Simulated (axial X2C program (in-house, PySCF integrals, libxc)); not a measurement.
Worked dissociation energy of ScO⁺: PBE0, without spin–orbit coupling

All values were computed with an in-house relativistic program for diatomic molecules. Spin-free means the one-electron spin-free X2C Hamiltonian. Basis: Sc dyall-cv3z [10s11p7d5f2g], O dyall-av3z [7s6p3d2f] (cores contracted in-house); Gaussian nuclei, density fitting, unrestricted open shells. Masses: Sc 44.956 u, O 15.995 u.

Molecular state: M_S = 0, Λ = 0 (closed shell).

```
E(Sc+) (2M_S = 2, M_L = 0) : -763.776201 hartree
E(O) (2M_S = 2, M_L = 0)   : -75.075790 hartree
E(ScO⁺) at Re              : -839.106187 hartree
ωe                         : 1098.2 cm⁻¹
ωexe                       : 3.47 cm⁻¹
```

Question: Work out De and D0.

Answer: De = -763.776201 + (-75.075790) − (-839.106187) = 0.25420 hartree = 6.917 eV. The zero-point energy is ωe/2 − ωexe/4 = 548 cm⁻¹ = 0.068 eV, so D0 = 6.849 eV.

The state is a single determinant with fixed occupations, the lowest that a limited PBE0 search found. The closed shell is kept restricted, so the energy runs too high when the bond is stretched far. De is counted from the lowest determinant-based energies of the atoms at the same level, without counterpoise correction.

Each atomic determinant is the lowest at this level and need not be a pure term. Totals compare only within one Hamiltonian and basis.
